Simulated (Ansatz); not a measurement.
`N[SiH2]C=S` + H₂O → `OC=S` + `N[SiH3]` at 700 K and 1 bar (formal hydrolysis of a C–Si bond).

Computed with Ansatz on PBE0-D4/def2-TZVP structures; ΔE is electronic, products minus reactants. CBS: MP2 limit from def2 TZ/QZ plus the TZ coupled-cluster correction, frozen cores. This one scheme is used for every species. Each species was taken in one conformer, which may not be the lowest.

```csv
species,CCSD(T)/CBS energy (Eh),H − E (kJ/mol),S (J/(mol·K))
`N[SiH2]C=S`,-782.61454,225.1,437.2
H₂O,-76.37941,80.5,218.4
`OC=S`,-512.17609,119.7,313.4
`N[SiH3]`,-346.80422,180.7,336.3
```

H − E and S are ideal-gas, rigid-rotor, harmonic terms from PBE0-D4/def2-TZVP, for one conformer and one mirror image of each species. 1 Eh = 2625.50 kJ/mol, R = 8.31446 J/(mol·K).

Question: By hand: ΔE, ΔH, ΔS and ΔG.

Answer: ΔE = (-512.17609) + (-346.80422) − (-782.61454) − (-76.37941) = 0.01364 Eh = 35.8 kJ/mol. Δ(H − E) = 119.7 + 180.7 − 225.1 − 80.5 = -5.2, so ΔH = 30.6 kJ/mol. ΔS = 313.4 + 336.3 − 437.2 − 218.4 = -5.9 J/(mol·K). ΔG = 30.6 − 700 × (-5.9)/1000 = 34.7 kJ/mol.

Question: By hand: the equilibrium constant, and the temperature at which ΔG would vanish if ΔH and ΔS stayed fixed.

Answer: log₁₀ K = −ΔG/(RT ln 10) = -2.6. ΔH and −TΔS have one sign here, so there is no such temperature. One of them is within its doubt of zero, so this could turn.

The number of gas molecules stays the same, so ΔS is small and ΔH decides. A doubt of 5 kJ/mol in ΔE shifts log₁₀ K by 0.4 here. Other conformers and mirror images would add mixing entropy, several J/(mol·K) or more a flexible species. These are equilibria of isolated gas molecules and say nothing of rates. Largest T1 diagnostic: 0.018 (customary marks: 0.02 for closed shells, 0.045 for open ones).
